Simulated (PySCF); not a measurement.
PySCF 2.14 output of an unrestricted M06-L calculation on a single atom or ion in x2c-SVPall (6s5p5d1f, 53 functions), with the spin-free X2C one-electron Hamiltonian (Gaussian nucleus):

```
SCF conv_tol = 1e-09
number electrons alpha = 22  beta = 18
    Y. Zhao and D. G. Truhlar.,  J. Chem. Phys. 125, 194101 (2006)
    Y. Zhao and D. G. Truhlar.,  J. Chem. Phys. 125, 194101 (2006)
    Y. Zhao and D. G. Truhlar.,  Theor. Chem. Acc. 120, 215 (2008)
cycle= 1 E= -3818.60718745801  delta_E= -0.0071  |g|= 0.0215  |ddm|= 0.294
cycle= 2 E= -3818.6085256778  delta_E= -0.00134  |g|= 0.0303  |ddm|= 0.293
cycle= 3 E= -3818.60891117342  delta_E= -0.000385  |g|= 0.0111  |ddm|= 0.0267
cycle= 4 E= -3818.60905218779  delta_E= -0.000141  |g|= 0.00884  |ddm|= 0.0723
cycle= 5 E= -3818.60911311469  delta_E= -6.09e-05  |g|= 0.00111  |ddm|= 0.0579
cycle= 6 E= -3818.60911365084  delta_E= -5.36e-07  |g|= 0.00014  |ddm|= 0.00262
cycle= 7 E= -3818.60911371304  delta_E= -6.22e-08  |g|= 1.87e-05  |ddm|= 0.00235
cycle= 8 E= -3818.6091137135  delta_E= -4.57e-10  |g|= 1.57e-06  |ddm|= 0.000172
converged SCF energy = -3818.6091137135  <S^2> = 6.0006503  2S+1 = 5.0002601
```

The run itself started from symmetry-adapted Hartree-Fock orbitals and held the occupation by maximum overlap, on a logarithmic radial grid, so the iterations belong to that start.

Question: Which element, charge and spin multiplicity is this?

Answer: Nb⁺ (niobium, charge +1), multiplicity 5; the state was [Kr] 4d4, high-spin 5D determinant.

⟨L²⟩ = 7.03 against 6 for a pure D term, so this real determinant mixes terms.
